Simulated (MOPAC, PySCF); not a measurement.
HAlI₂, SMILES `[I][AlH][I]`, neutral singlet in the gas phase. 

Cartesian coordinates (Å):
```xyz
4

I     -2.0977    -1.0372    -0.0868
Al    -0.0036     0.2349     0.1197
I      2.1240    -0.9915     0.2456
H     -0.0251     1.8033     0.1742
```
Charge 0, spin multiplicity 1.

All levels are single points at this geometry (PBE0-D3(BJ)/def2-TZVP); Pople sets use spherical d functions. Orbital energies aren't observables, and empty levels follow the basis.

PBE/6-31G* (LANL2DZ on I) in PySCF gives HOMO (eV) = -6.78.

Question: Estimate the HOMO (eV) from each of these levels: PBE-D3(BJ)/def2-TZVP in PySCF; PBE0-D3(BJ)/def2-TZVP in PySCF; ωB97X-D3(BJ)/def2-TZVP in PySCF; B3LYP/6-311+G** (LANL2DZ on I) in PySCF; B3LYP/LANL2DZ in PySCF; BP86/6-31G* (LANL2DZ on I) in PySCF; M06-2X/6-31G* (LANL2DZ on I) in PySCF; HF/6-31G* (LANL2DZ on I) in PySCF; AM1 in MOPAC; PM3 in MOPAC; PM6 in MOPAC; PM7 in MOPAC.

Answer: 
```
level                                    HOMO (eV)
---------------------------------------  ---------
PBE-D3(BJ)/def2-TZVP in PySCF                -6.68
PBE0-D3(BJ)/def2-TZVP in PySCF               -7.80
ωB97X-D3(BJ)/def2-TZVP in PySCF             -10.06
B3LYP/6-311+G** (LANL2DZ on I) in PySCF      -7.63
B3LYP/LANL2DZ in PySCF                       -7.69
BP86/6-31G* (LANL2DZ on I) in PySCF          -6.89
M06-2X/6-31G* (LANL2DZ on I) in PySCF        -8.75
HF/6-31G* (LANL2DZ on I) in PySCF           -10.25
AM1 in MOPAC                                -10.61
PM3 in MOPAC                                -10.30
PM6 in MOPAC                                 -9.91
PM7 in MOPAC                                 -9.92
```
